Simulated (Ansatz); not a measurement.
AsP3SOO nortricyclane (AsP₃SO₂). The state is a triplet with charge 0. Geometry PBE0-D4/def2-SVP, that of the neutral singlet; atoms count from 1.

```xyz
7

As   -0.529    1.563    0.115
S    -1.979   -0.098   -0.375
P    -0.587   -1.677   -0.334
P     0.861   -0.872    1.213
O     0.251    0.655    1.466
P     1.269   -0.570   -1.019
O     0.714    0.998   -1.066
```

At PBE0-D4/def2-TZVP a singlet of charge 0 lies 3.27 eV below the triplet at the same geometry.

Problem. Estimate the Mulliken populations from the PBE0/def2-TZVP orbitals of Ansatz.

Solution. 
```csv
atom,charge (e),spin (α − β)
As1,0.65,0.05
S2,-0.20,0.42
P3,-0.01,0.55
P4,0.16,0.46
O5,-0.39,0.03
P6,0.16,0.46
O7,-0.39,0.03
```
Mulliken values depend strongly on the basis.

Problem. Where does the spin sit?

Solution. Summed by element: As 0.05, S 0.42, P 1.47, O 0.06, of 2 unpaired in all. Largest on single atoms: P3 0.55, P6 0.46, P4 0.46.

Problem. And the Mayer bond orders between heavy atoms (over 0.3)?

Solution. As1–S2 0.97 (2.26 Å); As1–O5 0.93 (1.81 Å); As1–O7 0.93 (1.81 Å); S2–P3 1.13 (2.10 Å); P3–P4 1.01 (2.27 Å); P3–P6 1.01 (2.27 Å); P4–O5 0.99 (1.66 Å); P4–P6 1.20 (2.29 Å); P6–O7 0.99 (1.66 Å).
